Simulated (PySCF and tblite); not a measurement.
Results of a calculation; reference values are marked as such.
C7H10, numbered as in [CH:1]1=[CH:2][C@@H:3]2[CH2:4][C@@H:5]2[CH2:6][CH2:7]1.

Conformers came from 60 starts (ETKDG and KDG, MMFF94s, GFN2-xTB); geometries are GFN2-xTB. Energies: PBE0-D3(BJ)/pcSseg-1 (IEF-PCM, chloroform), with GFN2-xTB thermal terms (modes under about 100 cm⁻¹ blended into free rotors). Symmetry numbers and mirror images are counted. Conformers within 2.5 kcal/mol (GFN2-xTB free energy) were kept, 6 at most. Codes: tblite and PySCF.

The 6-ring runs over atoms 1–2–3–5–6–7.

```json
{"conformer": "1", "shape": "6-ring half-chair (ring torsions 19, 1, -36, 52, -36, 0°)", "symmetry": "C1", "dipole D": "0.49"}
{"conformer": "2", "shape": "6-ring half-chair (ring torsions -15, -3, 34, -46, 31, 0°)", "symmetry": "C1", "dipole D": "0.57"}
```

Problem. Which of these conformers is the most populated at 298.15 K, and with what share?

Solution. Conformer 2, about 98 %.

Problem. Give the DFT energies and free energies relative to the lowest, and all weights.

Solution. 
```json
{"conformer": "1", "shape": "6-ring half-chair (ring torsions 19, 1, -36, 52, -36, 0°)", "E(DFT) kcal/mol": "2.56", "G(298.15 K) kcal/mol": "2.31", "weight %": "2.0"}
{"conformer": "2", "shape": "6-ring half-chair (ring torsions -15, -3, 34, -46, 31, 0°)", "E(DFT) kcal/mol": "0.00", "G(298.15 K) kcal/mol": "0.00", "weight %": "98.0"}
```

Problem. How does its share change from 250 K to 350 K?

Solution. From 99 % to 96 %; the mixing entropy goes from 0.10 to 0.31 cal/(mol K).
